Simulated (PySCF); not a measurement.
chlorosilylformaldehyde (CH3ClOSi), SMILES [SiH2](Cl)C=O. Atoms are numbered in the order given.

```xyz
7

O     -0.1774     2.5862     0.0000
C     -0.5927     1.4511     0.0000
Si     0.6800    -0.0030     0.0000
Cl    -0.3459    -1.8113     0.0000
H     -1.6984     1.2362     0.0000
H      1.5175     0.1006    -1.2221
H      1.5175     0.1006     1.2221
```
Charge 0, spin multiplicity 1.

Geometry: B3LYP-D3(BJ)/def2-SVP. Other conformers were not sampled.

Two levels are set side by side: PBE/pcJ-1 (PySCF) and B3LYP/pcJ-1 (PySCF). One-bond couplings, all four terms, same geometry. Isotopes: 13C, 17O, 1H, 29Si, 35Cl. Differences are taken from unrounded values.

```csv
quantity,PBE
"¹J(C2,Si3) (Hz)",-55.9
"¹J(C2,H5) (Hz)",159.4
"¹J(Si3,H6) (Hz)",-229.2
"¹J(Si3,H7) (Hz)",-229.2
```

These are the PBE values. What does B3LYP give? (The exact figures need the calculation; the answer reports its results.)


```tsv
quantity	B3LYP	PBE minus B3LYP
¹J(C2,Si3) (Hz)	-72.3	16.4
¹J(C2,H5) (Hz)	173.5	-14.1
¹J(Si3,H6) (Hz)	-259.7	30.5
¹J(Si3,H7) (Hz)	-259.7	30.5
```

Rough cost on one machine, each run with all the roots and properties that it gave: B3LYP against PBE about 3 times.
